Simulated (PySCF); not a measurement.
# Hafnium: a sound run and one with changed settings

Sound run: Hf⁺ [Xe] 4f14 5d1 6s2, Hf²⁺ [Xe] 4f14 5d2. Computed with PySCF 2.14 in aug-cc-pVDZ-PP with ECP60MDF (5s5p4d2f, 54 functions), with scalar relativity through the core potential. In the sound run the correlated levels freeze 5s2 5p6 outside the core potential. The sound run starts from symmetry-adapted Hartree-Fock orbitals and uses a fine grid where one is needed.

Changed run: initial guess 1e, at most 50 SCF cycles.

```json
{"species": "Hf⁺", "method": "UHF", "sound run (hartree)": "n/a", "changed run (hartree)": "-47.73053", "converged": "yes"}
{"species": "Hf⁺", "method": "MN15", "sound run (hartree)": "-48.14542", "changed run (hartree)": "-48.14542", "converged": "yes"}
{"species": "Hf⁺", "method": "M06-2X", "sound run (hartree)": "n/a", "changed run (hartree)": "-48.11818", "converged": "yes"}
{"species": "Hf²⁺", "method": "UHF", "sound run (hartree)": "-47.24646", "changed run (hartree)": "-47.21062", "converged": "yes"}
{"species": "Hf²⁺", "method": "MN15", "sound run (hartree)": "-47.59418", "changed run (hartree)": "-47.59526", "converged": "yes"}
{"species": "Hf²⁺", "method": "M06-2X", "sound run (hartree)": "-47.56294", "changed run (hartree)": "-47.55654", "converged": "yes"}
{"species": "Hf²⁺", "method": "MP2", "sound run (hartree)": "-47.24861", "changed run (hartree)": "-47.21582", "converged": "yes"}
```

The plain start fixes occupations by D2h representation alone, and Hf⁺ at UHF, Hf⁺ at M06-2X, Hf²⁺ at UHF, Hf²⁺ at MN15, Hf²⁺ at M06-2X landed in another state (other ⟨L²⟩ or ⟨S²⟩).
